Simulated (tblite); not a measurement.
Compound: C4H6ClN3.
Numbering: `[CH3:1][c:2]1[n:3][n:4]([CH3:5])[n:6][c:7]1[Cl:8]` (hydrogens: H9, H10, H11 on C1; H12, H13, H14 on C5)

Structure optimised with GFN2-xTB, isolated species.

(1) What internal coordinates does the optimisation give?

Results:

(1) 
```tsv
bond	length (Å)
C1–C2	1.481
C2–N3	1.327
N3–N4	1.312
N4–C5	1.431
N4–N6	1.312
N6–C7	1.328
C7–Cl8	1.697
C2–C7	1.408
C1–H9, C1–H10, C1–H11	1.088
C5–H12, C5–H13, C5–H14	1.089
```

Bonds in one row agree within 0.01 Å and their mean is given. A selection of angles:
```tsv
angle	degrees
C2–C1–H9	109.5
H9–C1–H10	109.5
H10–C1–H11	108.0
C1–C2–N3	124.4
C1–C2–C7	129.2
N3–C2–C7	106.4
C2–N3–N4	105.8
N3–N4–C5	122.7
N3–N4–N6	114.8
C5–N4–N6	122.5
N4–C5–H12	110.5
H12–C5–H13	109.2
H13–C5–H14	110.7
N4–N6–C7	104.2
N6–C7–Cl8	123.0
C2–C7–N6	108.8
C2–C7–Cl8	128.2
```

The 2 C–C bonds span 1.408 Å (C2–C7, aromatic) to 1.481 Å (C1–C2, drawn single), a spread of 0.073 Å. N4 (pyrrole-type nitrogen) is planar (angles 122.7°, 122.5° and 114.8°, sum 360.0°, 0.01 Å off the plane of its three neighbours). The C–N distances run from 1.327 Å (C2–N3, aromatic) to 1.431 Å (N4–C5, drawn single), a spread of 0.104 Å. N3 (pyridine-type nitrogen) is bent (angle 105.8°). The 8 heavy atoms lie in one plane (0.007 Å rms). The 5-membered ring C2–N3–N4–N6–C7 has internal angles of 104.2° to 114.8°; it is planar, 0.00 Å rms from its mean plane, widest ring torsion 0°.

GFN2-xTB frequencies show an imaginary mode (41i cm⁻¹), so the point is no minimum at that level.

All values are computed, not measured.
